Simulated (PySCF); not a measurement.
IPb, charge +1, multiplicity 1. Atoms are numbered in the order given.

```xyz
2

Pb     0.0000     0.0000    -1.0515
I      0.0000     0.0000     1.6269
```
Charge +1, spin multiplicity 1.

The structure is a stationary point at r2SCAN-D4/def2-TZVP. The spin state was assumed, not searched. The def2 effective core potentials stand for the cores of I, Pb; spin–orbit coupling is left out.

Calculation: PySCF with TDA-ωB97X/def2-TZVPD.

Vertical excitations; the highest root listed may be one member of a degenerate set. The molecule is in vacuum. State labels are in the subgroup C2v.

Computed UV-visible absorptions:
| state | symmetry | energy (eV) | λ (nm) | f | main pairs |
|---|---|---|---|---|---|
| S1 | A2 | 3.45 | 359 | 0.000 | HOMO−1→LUMO+1 49 %, HOMO→LUMO 49 % |
| S2 | A1 | 3.58 | 347 | 0.000 | HOMO−1→LUMO, HOMO→LUMO+1 (degenerate set) |
| S3 | A2 | 3.58 | 347 | 0.000 | HOMO→LUMO, HOMO−1→LUMO+1 (degenerate set) |
| S4 | B1 | 3.75 | 330 | 0.007 | HOMO−2→LUMO (degenerate set) |
| S5 | B2 | 3.75 | 330 | 0.007 | HOMO−2→LUMO+1 (degenerate set) |
| S6 | A1 | 4.60 | 270 | 0.074 | HOMO→LUMO+1 39 %, HOMO−1→LUMO 39 %, HOMO−2→LUMO+2 21 % |
| S7 | B2 | 5.84 | 212 | 0.003 | HOMO→LUMO+2 (degenerate set) |
| S8 | B1 | 5.84 | 212 | 0.003 | HOMO−1→LUMO+2 (degenerate set) |
| S9 | B1 | 8.24 | 150 | 0.193 | HOMO−1→LUMO+3 (degenerate set) |
| S10 | B2 | 8.24 | 150 | 0.193 | HOMO→LUMO+3 (degenerate set) |
| T1 | A1 | 3.23 | 384 | 0 | HOMO−1→LUMO 49 %, HOMO→LUMO+1 49 % |
| T2 | B1 | 3.33 | 372 | 0 | HOMO−2→LUMO (degenerate set) |
| T3 | B2 | 3.33 | 372 | 0 | HOMO−2→LUMO+1 (degenerate set) |
| T4 | A1 | 3.33 | 372 | 0 | HOMO→LUMO+1, HOMO−1→LUMO (degenerate set) |
Triplets are in the Tamm–Dancoff approximation.
